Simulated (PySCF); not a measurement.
Spinor energies of W (tungsten, neutral)

Start: [Xe] 4f14 5d3 6s2 6p1; 5d5/2 filled at m_j = +1/2, +3/2, +5/2; 6p3/2 filled at m_j = +3/2. Calculated with PySCF 2.14 in x2c-TZVPall-2c with one added diffuse shell each of s, p, d type (12s12p11d2f, 117 functions): generalised Hartree-Fock with the X2C-1e Hamiltonian and a Gaussian nucleus; spin-orbit coupling (SO) screened by Boettger's factors. This is a chosen level, not necessarily the ground level.

```
spinor shell  electrons  ε, screened SO (eV)  weight of nominal j (screened SO)  rms radius, screened SO (bohr)
       1s1/2          2             -69883.7                              1.000                          0.0208
       2s1/2          2             -12204.4                              1.000                          0.0838
       2p1/2          2             -11649.8                              1.000                          0.0713
       2p3/2          4             -10291.4                              1.000                          0.0787
       3s1/2          2              -2875.8                              1.000                           0.214
       3p1/2          2              -2629.2                              1.000                           0.206
       3p3/2          4              -2330.4                              1.000                           0.221
       3d3/2          4              -1919.9                              1.000                           0.195
       3d5/2          6              -1855.5                              1.000                           0.199
       4s1/2          2              -629.00                              1.000                           0.478
       4p1/2          2              -525.38                              1.000                           0.487
       4p3/2          4              -455.45                              1.000                           0.520
       4d3/2          4              -284.83                              1.000                           0.544
       4d5/2          6              -271.60                              1.000                           0.556
       5s1/2          2              -98.126                              1.000                            1.14
       5p1/2          2              -64.312                              0.973                            1.27
       5p3/2          4              -53.618                              0.930                            1.33
       4f5/2          6              -55.526                              0.990                           0.667
       4f7/2          8              -53.313                              0.964                           0.698
       5d5/2          3              -13.717                              0.652                            2.06
       6s1/2          2               -9.341                              0.981                            3.39
       6p3/2          1               -5.087                              1.000                            4.54
```

| quantity | screened SO |
| --- | --- |
| E (hartree) | -16149.41887 |
| M_J | 6 |
| ⟨J²⟩ | 42.238 |
| ⟨L²⟩ | 21.384 |
| ⟨S²⟩ | 5.725 |

Each row is a mean over spinors that exchange with the open shell spreads, by up to 6.334 eV (5p3/2).

Rows whose weight is well below 1 are mixtures of j = l ± 1/2: exchange outweighs spin-orbit coupling there, and the label is only the starting occupation.

⟨J²⟩ departs a little from M_J(M_J + 1) because the unrestricted spinors polarise the closed shells.

Breit and QED terms are absent; they matter most for the inner s and p1/2 levels.

Densities and radii are taken from the X2C orbitals without a picture-change correction, which distorts them close to the nucleus.
